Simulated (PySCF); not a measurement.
**Ions at one geometry of PbCl2**

PySCF 2.14.0, RKS PBE0, Pb def2-SVP with ECP60, Cl def2-SVP; non-relativistic Hamiltonian with scalar-relativistic core potentials where named; density fitting; no spin-orbit coupling; singlets restricted, open shells unrestricted. The geometry is relaxed for charge 0, singlet, vacuum:

```xyz
3

Pb    0.0000    0.0000   -0.6289
Cl    1.8962    0.0000    0.9743
Cl   -1.8962    0.0000    0.9743
```

Energies count from the relaxed state; an electron taken off or put on is at rest in vacuum. Charges and spins are Mulliken's.

```
                     state  energy (eV)  spin squared  charge on Pb1 (e)  spin on Pb1 (e)  dipole about the centre of mass (D)
 charge 0, singlet, vacuum         0.00          0.00               0.72             0.00                                 4.52
charge +1, doublet, vacuum        10.15          0.76               1.06             0.09                                 2.03
```

Question: What does the state charge -1, doublet, vacuum give?

Answer: energy (eV) -1.15, spin squared 0.75, charge on Pb1 (e) 0.02, spin on Pb1 (e) 0.95, dipole about the centre of mass (D) 4.24.

With an electron taken off (doublet) the charges change, summed by element, by Pb +0.34 e, Cl +0.66 e. The vertical ionisation energy is 10.15 eV, against −ε(HOMO) = 7.99 eV of the relaxed state. The level lies 2.2 eV too high, as is usual for semilocal functionals and global hybrids, which keep a self-interaction error.

With an electron put on (doublet) the charges change, summed by element, by Pb -0.70 e, Cl -0.30 e. The vertical electron affinity is 1.15 eV, against −ε(LUMO) = 3.06 eV of the relaxed state. The basis has no diffuse functions, which an added electron needs. The added electron's level lies above zero.

Open shells may have lower solutions than those found.
